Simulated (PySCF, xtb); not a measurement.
Te(I)(Me) (CH3ITe), SMILES [Te](C)I.

Harmonic wavenumbers (cm⁻¹) from GFN2-xTB (xtb) at its own minimum, in rising order: 132, 133, 248, 545, 817, 853, 1303, 1466, 1467, 3048, 3056, 3074.

Question: What does B3LYP-D3(BJ)/def2-SVP (PySCF) give at its own minimum? (The exact figures need the calculation; the answer reports its results.)

Answer: 125, 127, 198, 508, 827, 841, 1238, 1421, 1441, 3054, 3168, 3197. Paired by order, the mean absolute difference is 42 cm⁻¹ and the zero-point energies are 23.1 and 23.1 kcal/mol.
